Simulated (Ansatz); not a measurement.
`[Li][Ag]` + HI → `[Ag][I]` + `[LiH]` at 298.15 K and 1 bar (cleavage of the Ag–Li bond).

Computed with Ansatz on PBE0-D4/def2-TZVP structures; ΔE is electronic, products minus reactants. CCSD(T)/CBS is the MP2 limit (def2-TZVPP, def2-QZVPP) plus CCSD(T) − MP2 in def2-TZVPP, frozen cores. Elements past krypton have def2 core potentials. For Ag, I, Li outer-core shells are correlated without core-valence functions, which leaves a few kJ/mol of doubt a bond.

```csv
species,CCSD(T)/CBS energy (Eh),H − E (kJ/mol),S (J/(mol·K))
`[Li][Ag]`,-154.44244,11.8,231.8
HI,-298.03592,22.7,206.5
`[Ag][I]`,-444.41059,11.3,264.5
`[LiH]`,-8.06146,17.1,170.7
```

H − E and S are ideal-gas, rigid-rotor, harmonic terms from PBE0-D4/def2-TZVP. 1 Eh = 2625.50 kJ/mol, R = 8.31446 J/(mol·K).

**Question.** By hand: ΔE, ΔH, ΔS and ΔG.

**Answer.** ΔE = (-444.41059) + (-8.06146) − (-154.44244) − (-298.03592) = 0.00631 Eh = 16.6 kJ/mol. Δ(H − E) = 11.3 + 17.1 − 11.8 − 22.7 = -6.1, so ΔH = 10.5 kJ/mol. ΔS = 264.5 + 170.7 − 231.8 − 206.5 = -3.1 J/(mol·K). ΔG = 10.5 − 298.15 × (-3.1)/1000 = 11.4 kJ/mol.

**Question.** By hand: the equilibrium constant, and the temperature at which ΔG would vanish if ΔH and ΔS stayed fixed.

**Answer.** log₁₀ K = −ΔG/(RT ln 10) = -2.0. ΔH and −TΔS have one sign here, so there is no such temperature.

The number of gas molecules stays the same, so ΔS is small and ΔH decides. A doubt of 5 kJ/mol in ΔE shifts log₁₀ K by 0.9 here. These are equilibria of isolated gas molecules and say nothing of rates. Largest T1 diagnostic: 0.028 (customary marks: 0.02 for closed shells, 0.045 for open ones).

ΔS is within the doubt of such terms, so its sign, and with it that verdict, could turn.
